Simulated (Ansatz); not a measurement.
```yaml
crystal:
  periodic: [false, false, false]
  atoms:
    - {symbol: O, position_ang: [1.649353, -3.226022, 1.983556]}
    - {symbol: C, position_ang: [1.257283, -0.854426, 0.195172]}
    - {symbol: Cl, position_ang: [-1.257721, 2.726787, -3.943875]}
    - {symbol: B, position_ang: [-0.265866, -1.054905, -2.668735]}
    - {symbol: B, position_ang: [-1.887582, 1.428999, 0.130643]}
    - {symbol: C, position_ang: [1.150775, 2.019724, 1.705086]}
    - {symbol: H, position_ang: [1.226514, -4.993503, 0.894523]}
    - {symbol: H, position_ang: [-1.102927, -3.080268, -4.082658]}
    - {symbol: H, position_ang: [-4.371727, 1.294967, 0.900581]}
    - {symbol: H, position_ang: [2.514018, 3.781486, 0.844980]}
    - {symbol: H, position_ang: [1.231979, 1.831542, 4.086048]}
basis:
  gaussian: {orbitals: "6-31G*"}
total_charge: -1
magnetization: {spin_polarized: true, initial_magnetization: 1}
hamiltonian: {xc: {name: PBE-QIDH}}
```

```sh
$ ansatz run in.yaml --threads 4 --pin off --events-out ev --progress --plain --max-ram 10444MiB
```

It prints (some lines left out):

```
Functional definition: PBE-QIDH
1030 factors; integrals over basis functions are off by at most 5.8e-4 eV
mean field evaluation 1: about -17956.8986 eV, gradient 5.6e1 eV
mean field evaluation 2: about -17956.9219 eV, gradient 5.6e1 eV
mean field evaluation 4: about -17711.2341 eV, gradient 1.5e2 eV
mean field evaluation 8: about -18006.6293 eV, gradient 6.1e0 eV
mean field evaluation 16: about -18015.6931 eV, gradient 6.8e-1 eV
mean field evaluation 32: about -18015.7727 eV, gradient 3.4e-6 eV
mean field -18017.14421889 eV, -662.1178375853 hartree, gradient 3.0e-6 eV, S^2 6.059797; 12 other end points of the search recorded, 0 dependent functions left out
10 core orbitals not correlated: weight in the atoms' cores, before any rotation towards them, 1.000 or more for the frozen orbitals, at most 0.000 for the correlated occupied ones
reference -18017.14424276 eV, -662.1178384625 hartree; 17, 16 occupied and 77, 78 virtual orbitals, 1030 factors
second order -13.06780526 eV of doubles, -0.00000000 eV of singles
Total energy: -18021.50017785 eV, -662.2779161244 hartree
```

In this input the geometry is stretched to more than twice its size. Self-consistency was reached. The result belongs to that input, not to the molecule as meant.
